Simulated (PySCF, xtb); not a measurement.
prop-2-enylcyclopropane (C6H10), SMILES C=CCC1CC1. The values are those of a single conformer.

Harmonic wavenumbers (cm⁻¹) from xtb with GFN2-xTB at its own minimum, in rising order: 30, 91, 234, 327, 408, 444, 656, 800, 828, 831, 898, 918, 949, 993, 1030, 1038, 1072, 1077, 1094, 1110, 1150, 1158, 1216, 1263, 1280, 1322, 1391, 1418, 1440, 1474, 1496, 1719, 2932, 2965, 3028, 3058, 3085, 3088, 3096, 3098, 3113, 3121.

Q: What does PBE-D3(BJ)/def2-SVP (PySCF) give at its own minimum? (The exact figures need the calculation; the answer reports its results.)

A: 62, 104, 240, 327, 401, 440, 647, 757, 772, 775, 857, 900, 907, 939, 979, 1000, 1016, 1025, 1066, 1083, 1115, 1141, 1206, 1216, 1259, 1290, 1340, 1377, 1382, 1407, 1449, 1672, 2948, 3001, 3057, 3062, 3064, 3072, 3074, 3148, 3157, 3164. Paired by order, the mean absolute difference is 33 cm⁻¹ and the zero-point energies are 88.3 and 87.1 kcal/mol.
